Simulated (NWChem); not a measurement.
System: BiF₂ cation; SMILES [F][Bi+][F]

NWChem input:

```
start job
memory heap 200 mb stack 900 mb global 1100 mb
charge 1
geometry units angstroms noautosym nocenter noautoz
  Bi     0.000000     0.000000     0.194916
  F     -1.467612     0.000000    -1.125731
  F      1.467612     0.000000    -1.125731
end
basis spherical
  Bi library def2-svpd
  F library def2-svpd
end
ecp
  Bi library def2-ecp
end
dft
  xc hfexch
  iterations 150
end
property
  response 1 0.0
end
task dft property
```

Output (shortened):

```
             Northwest Computational Chemistry Package (NWChem) 7.3.0
             --------------------------------------------------------

                             Geometry "geometry" -> ""
                             -------------------------

 Output coordinates in angstroms (scale by  1.889725989 to convert to a.u.)

  No.       Tag          Charge          X              Y              Z
 ---- ---------------- ---------- -------------- -------------- --------------
    1 Bi                  83.0000     0.00000000     0.00000000     0.19491600
    2 F                    9.0000    -1.46761200     0.00000000    -1.12573100
    3 F                    9.0000     1.46761200     0.00000000    -1.12573100

 Effective nuclear repulsion energy (a.u.)     415.0373374026

                                 NWChem DFT Module
                                 -----------------

 Summary of "ao basis" -> "ao basis" (spherical)
 ------------------------------------------------------------------------------
       Tag                 Description            Shells   Functions and Types
 ---------------- ------------------------------  ------  ---------------------
 Bi                        def2-svpd                12       32   5s4p3d
 F                         def2-svpd                 9       23   4s3p2d

            General Information
            -------------------
          SCF calculation type: DFT
          Wavefunction type:  closed shell.
          No. of atoms     :     3
          No. of electrons :    40
           Alpha electrons :    20
            Beta electrons :    20
          Charge           :     1
          Spin multiplicity:     1
          Use of symmetry is: off; symmetry adaption is: off
          Maximum number of iterations: 150
          AO basis - number of functions:    78
                     number of shells:    30
          Convergence on energy requested:  1.00D-06
          Convergence on density requested:  1.00D-05
          Convergence on gradient requested:  5.00D-04

              XC Information
              --------------
                     Hartree-Fock (Exact) Exchange  1.000

      Superposition of Atomic Density Guess
      -------------------------------------

 Sum of atomic energies:        -444.01297284

 Renormalizing density from      41.00 to     40

      Non-variational initial energy
      ------------------------------

 Total energy =    -407.542572
 1-e energy   =    -879.296647
 2-e energy   =     346.187274
 HOMO         =      -0.832345
 LUMO         =      -0.416719

   convergence    iter        energy       DeltaE   RMS-Dens  Diis-err
 ---------------- ----- ----------------- --------- --------- ---------
 d= 0,ls=0.0,diis     1   -411.7478595532 -5.37D+02  1.91D-02  2.75D+00
 d= 0,ls=0.0,diis     2   -411.8160057381 -6.81D-02  8.37D-03  2.23D+00
 d= 0,ls=0.0,diis     3   -412.0046103756 -1.89D-01  1.48D-03  6.14D-03
 d= 0,ls=0.0,diis     4   -412.0057408319 -1.13D-03  5.90D-04  4.52D-04
 d= 0,ls=0.0,diis     5   -412.0059117221 -1.71D-04  2.16D-04  4.87D-05
  Resetting Diis
 d= 0,ls=0.0,diis     6   -412.0059362839 -2.46D-05  7.14D-05  4.97D-06
 d= 0,ls=0.0,diis     7   -412.0059390049 -2.72D-06  6.94D-06  2.75D-07
 d= 0,ls=0.0,diis     8   -412.0059390810 -7.61D-08  4.05D-06  6.94D-08

         Total DFT energy =     -412.005939080997
      One electron energy =     -891.010255300532
           Coulomb energy =      389.457921366089
    Exchange-Corr. energy =      -36.020406426879
 Nuclear repulsion energy =      125.566801280325

 Numeric. integr. density =        0.000000000000

                       DFT Final Molecular Orbital Analysis
                       ------------------------------------

 Vector   18  Occ=2.000000D+00  E=-8.344566D-01
              MO Center=  8.1D-12, -1.0D-15, -1.1D+00, r^2= 2.6D+00
   Bfn.  Coefficient  Atom+Function         Bfn.  Coefficient  Atom+Function
  ----- ------------  ---------------      ----- ------------  ---------------
    38      0.459838  2 F  py                61     -0.459838  3 F  py
    41     -0.329274  2 F  py                64      0.329274  3 F  py
    18     -0.083045  1 Bi d -2              44     -0.066054  2 F  py
    67      0.066054  3 F  py                51     -0.029287  2 F  d -2
    74     -0.029287  3 F  d -2              52     -0.027700  2 F  d -1

 Vector   19  Occ=2.000000D+00  E=-8.277076D-01
              MO Center=  4.2D-12, -5.5D-17, -1.1D+00, r^2= 2.7D+00
   Bfn.  Coefficient  Atom+Function         Bfn.  Coefficient  Atom+Function
  ----- ------------  ---------------      ----- ------------  ---------------
    37      0.444745  2 F  px                60      0.444745  3 F  px
    40     -0.327481  2 F  px                63     -0.327481  3 F  px
    39     -0.129141  2 F  pz                62      0.129141  3 F  pz
    21     -0.110309  1 Bi d  1              42      0.084040  2 F  pz
    65     -0.084040  3 F  pz                12      0.070309  1 Bi px

 Vector   20  Occ=2.000000D+00  E=-7.637482D-01
              MO Center=  8.7D-13, -1.8D-15, -2.6D-01, r^2= 3.1D+00
   Bfn.  Coefficient  Atom+Function         Bfn.  Coefficient  Atom+Function
  ----- ------------  ---------------      ----- ------------  ---------------
     3      0.493191  1 Bi s                  4      0.442494  1 Bi s
     1     -0.341054  1 Bi s                 39      0.317544  2 F  pz
    62      0.317544  3 F  pz                14      0.301174  1 Bi pz
    42     -0.247553  2 F  pz                65     -0.247553  3 F  pz
    37      0.165475  2 F  px                60     -0.165475  3 F  px

 Vector   21  Occ=0.000000D+00  E=-2.923189D-01
              MO Center= -1.6D-14, -6.5D-15,  3.0D-01, r^2= 2.9D+00
   Bfn.  Coefficient  Atom+Function         Bfn.  Coefficient  Atom+Function
  ----- ------------  ---------------      ----- ------------  ---------------
    16      0.652759  1 Bi py                13      0.587199  1 Bi py
     7     -0.292582  1 Bi py                10     -0.133873  1 Bi py
    38      0.131809  2 F  py                61      0.131809  3 F  py
    41     -0.116157  2 F  py                64     -0.116157  3 F  py
    44     -0.080131  2 F  py                67     -0.080131  3 F  py

 Vector   22  Occ=0.000000D+00  E=-1.870217D-01
              MO Center=  1.4D-13, -1.7D-15,  5.9D-01, r^2= 3.7D+00
   Bfn.  Coefficient  Atom+Function         Bfn.  Coefficient  Atom+Function
  ----- ------------  ---------------      ----- ------------  ---------------
    15      0.970649  1 Bi px                12      0.491310  1 Bi px
    36      0.262235  2 F  s                 59     -0.262235  3 F  s
     6     -0.236413  1 Bi px                31     -0.173843  1 Bi d  1
    45      0.170985  2 F  pz                68     -0.170985  3 F  pz
    21      0.163971  1 Bi d  1              42      0.164614  2 F  pz

 Vector   23  Occ=0.000000D+00  E=-1.674775D-01
              MO Center= -1.3D-13, -4.9D-15,  5.6D-01, r^2= 4.0D+00
   Bfn.  Coefficient  Atom+Function         Bfn.  Coefficient  Atom+Function
  ----- ------------  ---------------      ----- ------------  ---------------
     4      0.975120  1 Bi s                 17     -0.943178  1 Bi pz
    14     -0.421763  1 Bi pz                36     -0.322214  2 F  s
    59     -0.322214  3 F  s                  3      0.301149  1 Bi s
     5     -0.239351  1 Bi s                  1     -0.233563  1 Bi s
    30     -0.233944  1 Bi d  0               8      0.204541  1 Bi pz

     Multipole analysis of the density
     ---------------------------------

     L   x y z        total         alpha         beta         nuclear
     -   - - -        -----         -----         ----         -------
     0   0 0 0      1.000000    -20.000000    -20.000000     41.000000

     1   1 0 0      0.000000      0.000000      0.000000      0.000000
     1   0 1 0      0.000000      0.000000      0.000000      0.000000
     1   0 0 1      2.055412     15.937729     15.937729    -29.820046

     2   2 0 0    -29.046689    -83.748300    -83.748300    138.449912
     2   1 1 0      0.000000      0.000000      0.000000      0.000000
     2   1 0 1     -0.000000     -0.000000     -0.000000      0.000000
     2   0 2 0    -21.682208    -10.841104    -10.841104      0.000000
     2   0 1 1     -0.000000     -0.000000     -0.000000      0.000000
     2   0 0 2    -26.771852    -55.675696    -55.675696     84.579540

 *** CALLING NEW AORESP DRIVER FOR CLOSED AND OPEN SHELLS ***
 Entering AOResponse driver routine

--------------------------------------------------------------------------------

          -----------------------------------------------
          Solving response equations for perturbing field
          -----------------------------------------------

 number of frequencies:     1
 frequency in a.u.:  0.0000000E+00
 Perturbing field: electric
 Using El. Dipole Length Gauge

 Setting up CPKS with frequency omega =      0.00000000 a.u.

 STATIC response

                                NWChem CPHF Module
                                ------------------

  scftype          =     RHF
  nclosed          =       20
  nopen            =        0
  variables        =     1160
  # of vectors     =        3
  tolerance        = 0.10D-03
  level shift      = 0.00D+00
  max iterations   =       50
  max subspace     =       30

[...]

 DFT Linear Response polarizability / au
 Frequency  =       0.0000000 / au
              X              Y              Z
 -----------------------------------------------
 X      31.3408598      0.0000000     -0.0000000
 Y       0.0000000     21.8170959      0.0000000
 Z      -0.0000000     -0.0000000     28.0184594
 -----------------------------------------------
 Eigenvalues =      31.3408598     21.8170959     28.0184594
 Isotropic   =      27.0588050
 Anisotropic =       8.3724947
 -----------------------------------------------

 Magnetic Dipole Response Matrix (nonzero elements):

 Exiting AOResponse driver routine
```

Level: Hartree-Fock/def2-SVPD with def2 effective core potentials on Bi. Coordinates come from a PBE0/def2-SVP optimisation. def2 effective core potentials on Bi; no spin-orbit coupling.
